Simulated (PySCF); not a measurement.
This script is equivalent to a calculation on Tc⁴²⁺ (technetium, charge +42).

```python
from pyscf import gto, scf, dft, mp, cc
mol = gto.M(atom="Tc 0 0 0", charge=42, spin=1, symmetry="D2h",
            basis=gto.etbs([(0, 17, 72, 2.2), (1, 7, 110, 2.4), (2, 4, 330, 2.4), (3, 3, 490, 2.4), (4, 3, 740, 2.4)]),
            nucmod="G")
mf = scf.UHF(mol).sfx2c1e()
mf.irrep_nelec = {'Ag': (1, 0)}
mf.kernel()
```

Problem. What total energy does it give?

Solution. -948.42166 hartree (calculated).

Problem. Which occupied shell lies highest, and where?

Solution. 1s α, at -25807.9 eV.

Problem. What is ⟨S²⟩, and what would a pure spin state give?

Solution. 0.750, against 0.75.
